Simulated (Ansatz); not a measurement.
Ansatz results at the PBE0-D4/def2-TZVP geometry: LUMO energy (PBE0/def2-TZVPP) -1.06 eV; size of the dipole moment (ωB97M-V/def2-TZVPP) 2.00 D; LUMO energy (ωB97M-V/def2-TZVPP) 0.87 eV.

Each molecule was computed in one conformer, which needn't be the lowest.

Problem. Which molecule gave them?
A. `F[CH]([SiH3])[Al]([F])[Cl]`
B. `Cl[SiH2][SiH]1CO1`
C. `FB1[SiH2]BCS1`
D. `F[Si@H](Cl)[C@H]1BO1`

Solution. D. The others give `FB1[SiH2]BCS1`: -2.49, 2.34, -0.50; `Cl[SiH2][SiH]1CO1`: -1.38, 0.63, 0.42; `F[CH]([SiH3])[Al]([F])[Cl]`: -1.03, 1.48, 0.61.
